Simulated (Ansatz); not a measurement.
## Abstraction of F: SiH(CH3)F2 + C2H2F3 → SiH(CH3)F + C2H2F4

Gas-phase species: SiH(CH3)F2, singlet; C2H2F3 `[CH2]C(F)(F)F`, doublet; SiH(CH3)F, doublet; C2H2F4 (norflurane) `FCC(F)(F)F`, singlet. A radical takes F: the energy is the difference in strength between the Si–F bond broken and the C–F bond made.

Shapes, held fixed at every level: PBE0-D4/def2-TZVP. Programs: Ansatz 0.2.0. The zero-point and thermal change to 298 K, harmonic and unscaled (PBE0-D4/def2-TZVP), is +7.5 kJ/mol.

```csv
level,kind,ΔH(298 K) (kJ/mol),less CCSD(T)/CBS estimate
r2SCAN-D4/def2-TZVPP,meta-GGA,+218.5,-2.8
BHLYP-D4/def2-TZVPP,global hybrid,+226.4,+5.1
r2SCAN0-D4/def2-TZVPP,global hybrid,+223.1,+1.8
B2PLYP/def2-TZVPP,double hybrid,+217.8,-3.5
CCSD(T)/def2-SVP,coupled cluster or CI,+190.5,-30.8
CCSD/def2-TZVPP,coupled cluster or CI,+221.7,+0.4
CCSD(T)/CBS estimate,coupled cluster or CI,+221.3,0.0
```

The highest level, CCSD(T)/CBS estimate, gives ΔH(298 K) = +221.3 kJ/mol; the levels span +190.5 to +226.4. The column of differences is taken from that level and isn't an error. No measured value is set beside it here. Open shells run unrestricted. The CBS estimate extrapolates MP2 from def2-TZVPP and def2-QZVPP and adds CCSD(T) − MP2 in the triple-zeta set, cores frozen.
